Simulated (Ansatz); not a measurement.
One change: `C=C=CN=C` becomes `C=C=C[SiH3]`.

Ansatz, PBE0-D4/def2-TZVP geometries, multiplicity 1. Each molecule was computed in one conformer, which needn't be the lowest.

```json
{"property": "ideal-gas entropy at 298 K and 1 bar (rigid rotor, harmonic PBE0-D4/def2-TZVP) / J/(mol·K)", "`C=C=CN=C`": "304"}
{"property": "LUMO energy (ωB97M-V/def2-TZVPP) / eV", "`C=C=CN=C`": "1.03"}
{"property": "HOMO energy (PBE/def2-TZVPP) / eV", "`C=C=CN=C`": "-6.11"}
{"property": "HOMO energy (B3LYP/def2-TZVPP) / eV", "`C=C=CN=C`": "-6.95"}
{"property": "LUMO energy (PBE0/def2-TZVPP) / eV", "`C=C=CN=C`": "-1.10"}
{"property": "HOMO–LUMO gap (ωB97M-V/def2-TZVPP) / eV", "`C=C=CN=C`": "10.27"}
```

(1) Give the same properties after the change, and the shifts. (Best estimate.)

Results:

(1) Computed: 
| property | `C=C=C[SiH3]` | shift |
| --- | --- | --- |
| ideal-gas entropy at 298 K and 1 bar (rigid rotor, harmonic PBE0-D4/def2-TZVP) / J/(mol·K) | 312 | 8 |
| LUMO energy (ωB97M-V/def2-TZVPP) / eV | 1.87 | 0.84 |
| HOMO energy (PBE/def2-TZVPP) / eV | -6.40 | -0.29 |
| HOMO energy (B3LYP/def2-TZVPP) / eV | -7.33 | -0.38 |
| LUMO energy (PBE0/def2-TZVPP) / eV | -0.20 | 0.90 |
| HOMO–LUMO gap (ωB97M-V/def2-TZVPP) / eV | 11.62 | 1.35 |

With PBE0 the HOMO falls by 0.40 eV and the LUMO rises by 0.90 eV, so the gap widens by about 1.30 eV. PBE moves the HOMO by -0.29 eV and ωB97M-V by -0.51 eV.

B3LYP here is the variant with VWN-RPA as its local correlation; programs differ in this.
